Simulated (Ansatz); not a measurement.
Species: C10H9BS, SMILES `Bc1c(C=C)ccc2sccc12` (charge 0, multiplicity 1).

Problem. Give a relaxed geometry from B3LYP-D3(BJ)/def2-SVP (Ansatz, a first-principles code).

Solution. One answer among several that fit: the end point of this relaxation, one of several conformers (outside a Z-matrix the atoms follow the SMILES, hydrogens last).
Bonded distances (Å): B1–C2 1.542, B1–H13 1.203, B1–H14 1.208, C2–C3 1.421, C2–C12 1.430, C3–C4 1.467, C3–C6 1.416, C4–C5 1.343, C4–H15 1.097, C5–H16 1.093, C5–H17 1.094, C6–C7 1.387, C6–H18 1.093, C7–C8 1.400, C7–H19 1.092, C8–S9 1.749, C8–C12 1.420, S9–C10 1.744, C10–C11 1.363, C10–H20 1.089, C11–C12 1.443, C11–H21 1.089. Angles (°): C2–B1–H13 121.0, C2–B1–H14 120.8, H13–B1–H14 118.1, B1–C2–C3 122.8, B1–C2–C12 119.5, C3–C2–C12 117.4, C2–C3–C4 121.5, C2–C3–C6 120.7, C4–C3–C6 117.7, C3–C4–C5 125.4, C3–C4–H15 116.0, C5–C4–H15 118.5, C4–C5–H16 121.5, C4–C5–H17 121.7, H16–C5–H17 116.8, C3–C6–C7 121.6, C3–C6–H18 119.0, C7–C6–H18 119.4, C6–C7–C8 118.5, C6–C7–H19 120.6, C8–C7–H19 120.8, C7–C8–S9 126.6, C7–C8–C12 121.5, S9–C8–C12 112.0, C8–S9–C10 90.7, S9–C10–C11 113.3, S9–C10–H20 119.3, C11–C10–H20 127.4, C10–C11–C12 113.1, C10–C11–H21 123.2, C12–C11–H21 123.7, C2–C12–C8 120.1, C2–C12–C11 129.0, C8–C12–C11 110.9.
